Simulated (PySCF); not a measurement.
**Diatomic cations of H with the alkali metals**

CCSD(T) with double-zeta basis sets in PySCF, for the lowest determinant that a PBE0 search found; no spin–orbit coupling. De refers to high-spin ground-configuration atoms (the charge goes to the atom of lower measured ionisation energy or higher electron affinity, which is not always the lowest computed limit).

```json
{"M": "Li", "basis": "def2-SVPD", "reference, frozen orbitals": "UHF, 0", "charged atom": "Li+", "state (unpaired electrons)": "doublet (σ ↑)", "Re (Å)": "2.266", "ωe (cm⁻¹)": "357", "De (eV)": "0.11"}
{"M": "Na", "basis": "pcseg-1", "reference, frozen orbitals": "UHF, 1", "charged atom": "Na+", "state (unpaired electrons)": "doublet (σ ↑)", "Re (Å)": "3.035", "ωe (cm⁻¹)": "150", "De (eV)": "0.01"}
{"M": "K", "basis": "def2-SVPD", "reference, frozen orbitals": "UHF, 5", "charged atom": "K+", "state (unpaired electrons)": "doublet (σ ↑)", "Re (Å)": "3.245", "ωe (cm⁻¹)": "173", "De (eV)": "0.04"}
{"M": "Rb", "basis": "def2-SVP", "reference, frozen orbitals": "UHF, 0", "charged atom": "Rb+", "state (unpaired electrons)": "doublet (σ ↑)", "Re (Å)": "3.850", "ωe (cm⁻¹)": "59.7", "De (eV)": "0.01"}
{"M": "Cs", "basis": "def2-SVPD", "reference, frozen orbitals": "UHF, 0", "charged atom": "Cs+", "state (unpaired electrons)": "doublet (σ ↑)", "Re (Å)": "3.524", "ωe (cm⁻¹)": "184", "De (eV)": "0.03"}
```

Task: By what factor does the harmonic wavenumber vary along the series?

Result: At CCSD(T) it runs from 59.7 cm⁻¹ (RbH⁺) to 357 cm⁻¹ (LiH⁺), a factor of 5.98.

The rows differ in basis set, which adds steps of its own.

Down a group the atoms grow and get heavier, so bonds lengthen and wavenumbers fall; the exceptions here are the shorter bond at Cs and the higher wavenumber at K, Cs.

Correlated steps freeze the inner cores (0 to 5 orbitals); shallow outer-core shells are correlated. Weak bonds: CsH⁺, KH⁺, LiH⁺, NaH⁺, RbH⁺. Basis-set superposition, not corrected here, can be much of De in a small basis, most of all at correlated wavefunction levels. Spin–orbit coupling is left out. For an ion De counts to the pair picked by the measured ionisation energies or electron affinities, which need not be the lowest pair at this level. States were picked by a PBE0 search and need not be the measured ground states.
